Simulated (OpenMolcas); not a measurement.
**C: effect of the IPEA shift**

```
Program             : OpenMolcas
Basis               : ANO-RCC-VTZP [4s3p2d1f]
Scalar Hamiltonian  : DKH2, point nucleus
Active space        : 4 electrons in 4 orbitals (2s 2p)
State averaging     : 2S+1 = 3 even, 3 roots; 2S+1 = 1 even, 6 roots; 2S+1 = 5 odd, 1 root; 2S+1 = 3 odd, 8 roots
Spin-orbit coupling : state interaction with AMFI integrals over the reference wave functions, term energies averaged over their components
```

Methods on the same reference wave functions:
A. CASSCF
B. SS-CASPT2, IPEA 0 Eh, imaginary shift 0.1 Eh (closed shells correlated: 1s)
C. SS-CASPT2, IPEA 0.25 Eh, imaginary shift 0.1 Eh (closed shells correlated: 1s)

Energies in cm-1 above 2s2 2p2 3P0, the measured ground level; measured values from NIST Handbook of Basic Atomic Spectroscopic Data.

```csv
Level,A,B,C,Measured
2s2 2p2 3P0,0.0,0.0,0.0,0.0
2s2 2p2 3P1,15.2,15.2,15.2,16.4
2s2 2p2 3P2,45.3,45.3,45.3,43.4
2s2 2p2 1D2,12763,10600,10020,10193
2s2 2p2 1S0,21207,20960,20550,21648
2s 2p3 5S* 2,23548,31300,30610,33735
2s 2p3 3D* 2,68566,61020,62260,64091
2s 2p3 3D* 1,68566,61020,62260,64090
2s 2p3 3D* 3,68566,61020,62260,64087
2s 2p3 3P* 0,81088,75000,75760,75256
2s 2p3 3P* 1,81088,75000,75760,75254
2s 2p3 3P* 2,81088,75000,75760,75255
```

Deviations, from unrounded energies. A percentage is the sum of absolute deviations over the sum of measured energies, with the sign that they share, or ± where signs differ.

| Against measurement | Levels | A | B | C |
| --- | --- | --- | --- | --- |
| mean absolute deviation (cm-1) | 11 | 4000 | 1200 | 1000 |
| fine structure of the ground term (%) | 2 | ±5.3 | ±5.3 | ±5.2 |
| other terms of the ground configuration (%) | 2 | ±9.5 | ±3.4 | -4.0 |
| other configurations (%) | 7 | ±9.1 | -2.7 | ±2.2 |

C lies closest to measurement on these levels and A furthest from it. The largest miss of C in the table is 2s 2p3 5S* 2, by -3100 cm-1. The ranking rests on the paired levels alone, and a cruder setting can come out closer through cancelling errors.

Between B and C the level of the table that moves most is 2s 2p3 3D* 3, by 1200 cm-1 (lowest in B, highest in C). Moves below CASPT2's spread within the term are not significant.

The mean deviations of B to C differ by less than CASPT2's widest spread within a term (280 cm-1), so their order carries little weight.

From A to B the spin-free energies of the other terms of 2s2 2p2 shown, above 3P, scale by factors of 0.83 to 0.99.

The lowest spin-free term lies below A's lowest term by 0.077 hartree in B, 0.070 hartree in C.

Term energies are means over components that CASPT2 splits; among the terms shown or strongly mixed into the levels shown the widest spread is 280 cm-1 (2s 2p3 3D*, C). Over all roots computed the reference weight is 0.91 to 0.98 in B, 0.94 to 0.99 in C; the roots of lowest weight are the least certain, and an intruder state may touch them. Without dynamic correlation excited terms often stand tens of per cent too high (terms of higher spin than the ground term too low), and those without a measured partner can miss by more than the paired ones (holds for A). Measured partners are found by configuration, term and J. A level has none where our copy of the source lacks it or the pairing is in doubt (some pairs that miss far off the trend of their configuration count as doubtful), and it then counts in no deviation. Only configurations of the active space appear.

* marks odd parity.
